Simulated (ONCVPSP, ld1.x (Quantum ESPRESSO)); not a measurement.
Potentials for S compared

Generated with ld1.x 7.5 (TM, RRKJ, ultrasoft, PAW), atompaw 4.2 or ONCVPSP 4.0.1. The cutoff is in Ry: for ld1.x and atompaw files where the sum of valence levels is converged to 10 mRy in a Bessel basis, for ONCV files where the hardest occupied wave has 1 mHa per electron of residual kinetic energy. The error is the largest all-electron minus pseudo excitation energy over each file’s own four to seven test configurations (ionisations up to +4, promotions, holes and added fractions of an electron), all of which were solved. The labels leave out finer settings (local radius, basis sizes, second energies), which also bear on the numbers. Spin-polarised tests are not counted. The rows are a selection from randomly drawn settings: files with unsolved tests, undetermined cutoffs or missed reference levels are left out.

A true bound ghost makes a file unfit for plane-wave use even where its test errors are small: the radial tests pick states by their node count and pass the ghost by.

| potential | cutoff (Ry) | largest error (meV) | bound ghosts |
| --- | --- | --- | --- |
| TM, PBE, scalar-relativistic, rc 1.50/2.22 (sp), local p, core correction yes, reference 3s2 3p4 | 35 | +85 | none |
| ONCV, PBEsol, non-relativistic, rc 1.10/1.60 (sp), local smoothed, core correction no, reference 3s2 3p3, qcut 6.5/4.1, projectors 3/3 | 39 | +127 | s |
| ONCV, PBEsol, scalar-relativistic, rc 1.55/1.45 (sp), local smoothed, core correction yes, reference 3s2 3p3.5, qcut 3.8/4.8, projectors 2/2 | 78 | +53 | none |
| ONCV, LDA (Perdew-Zunger), scalar-relativistic, rc 0.70/0.85/0.95 (spd), local smoothed, core correction yes, reference 2s2 2p6 3s2 3p4, qcut 14.3/16.8/11.8, projectors 3/3/1 | 229 | +10 | none |
| ONCV, BLYP, non-relativistic, rc 0.85/0.75/0.85 (spd), local smoothed, core correction yes, reference 2s2 2p6 3s2 3p3.75, qcut 13.2/17.1/13, projectors 2/2/2 | 277 | +24 | none |
| ONCV, PBE, scalar-relativistic, rc 1.20/1.25/1.35 (spd), local smoothed, core correction yes, reference 3s2 3p4, qcut 6.3/7/7.4, projectors 2/2/2 | 27 | +43 | none |

**Question.** Fill in the row for S: ONCV, LDA (Perdew-Wang 92), non-relativistic, rc 1.40/1.70 (sp), local smoothed, core correction yes, reference 3s2 3p4, qcut 3.7/5.1, projectors 2/2.

**Answer.** cutoff 114 Ry, largest error +69 meV, bound ghosts: none.

**Question.** Fill in the row for S: ONCV, PBEsol, scalar-relativistic, rc 1.35/1.15/1.25 (spd), local smoothed, core correction no, reference 3s2 3p4, qcut 6.2/5.9/6.8, projectors 1/2/2.

**Answer.** cutoff 28 Ry, largest error +63 meV, bound ghosts: none.
